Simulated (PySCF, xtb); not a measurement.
Ge(H)2(vinyl)(NH2) (C2H7GeN), SMILES [CH](=C)[GeH2][NH2]. The values are those of a single conformer.

Harmonic wavenumbers (cm⁻¹) from GFN2-xTB run with xtb at its own minimum, in rising order: 56, 158, 176, 254, 426, 479, 540, 566, 638, 651, 730, 802, 821, 915, 991, 1029, 1252, 1406, 1504, 1659, 1960, 2022, 3009, 3060, 3083, 3417, 3441.

**Question.** What does PBE-D3(BJ)/def2-SVP (PySCF) give at its own minimum? (Estimate from the structure and the level; the computed values follow.)

**Answer.** 75, 163, 175, 257, 439, 498, 560, 578, 669, 692, 779, 813, 914, 936, 968, 999, 1221, 1365, 1505, 1616, 2072, 2083, 3039, 3066, 3130, 3427, 3522. Paired by order, the mean absolute difference is 32 cm⁻¹ and the zero-point energies are 50.1 and 50.8 kcal/mol.
